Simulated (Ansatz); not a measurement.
Gas-phase electronic energies from Ansatz, PBE0-D4/def2-TZVP geometries. CCSD(T)/CBS adds triple-zeta CCSD(T) − MP2 to the extrapolated MP2 energy (def2 sets, frozen cores). This one scheme is used for every species. Functionals use def2-TZVPP. def2 core potentials past Kr. For Sn outer-core shells are correlated without core-valence functions, which leaves a few kJ/mol of doubt a bond. One conformer a species, not always the lowest.

`SC[CH2][SnH3]` + `N[SiH3]` → `[SiH3][NH][SnH3]` + `CCS`  (ligand exchange at the Sn–C bond)

`SC[CH2][SnH3]`:

```xyz
12

S     2.225   -0.481    1.559
C     1.083   -0.295    0.150
C    -0.270    0.144    0.671
Sn   -1.714    0.399   -0.906
H     3.306   -0.859    0.857
H     1.010   -1.251   -0.371
H     1.495    0.444   -0.541
H    -0.671   -0.590    1.373
H    -0.190    1.095    1.205
H    -1.917   -1.083   -1.733
H    -3.211    0.899   -0.255
H    -1.147    1.576   -2.008
```

`N[SiH3]`:

Z-matrix (Å, degrees):
```
Si
N 1 1.720
H 1 1.486 2 107.9
H 1 1.494 2 116.0 3 -120.3
H 1 1.486 2 107.9 3 119.4
H 2 1.007 1 119.6 3 -168.6
H 2 1.007 1 119.6 3 49.2
```

`[SiH3][NH][SnH3]`:

Cartesian coordinates in Å:
```
Si 0.533 -1.558 0.085
N -0.191 -0.128 0.688
Sn -0.450 1.616 -0.309
H 1.568 -2.105 1.008
H 1.179 -1.192 -1.206
H -0.435 -2.663 -0.178
H -0.656 -0.170 1.583
H -1.017 2.731 0.850
H -1.592 1.403 -1.563
H 1.061 2.065 -0.957
```

`CCS`:

```xyz
9

C     0.755   -0.203   -0.562
C    -0.653    0.157   -0.140
S    -0.766    0.893    1.513
H     1.410    0.669   -0.522
H     0.761   -0.596   -1.583
H     1.178   -0.969    0.093
H    -1.073    0.921   -0.798
H    -1.319   -0.706   -0.191
H    -0.293   -0.166    2.191
```

| level | ΔE (kJ/mol) |
| --- | --- |
| ωB97X-V | -32.0 |
| HF/CBS(def2) | -43.0 |

(1) What does CCSD(T)/CBS give? (Best estimate.)

Largest T1 diagnostic among the species: 0.012.

Results:

(1) Computed: -29.5 kJ/mol. The listed levels differ from it by -2.5, -13.5 kJ/mol.

In def2-TZVPP, CCSD(T) changes the Hartree–Fock value by +12.6 kJ/mol (the triples alone add +1.0 kJ/mol) and MP2 by +14.4 kJ/mol.
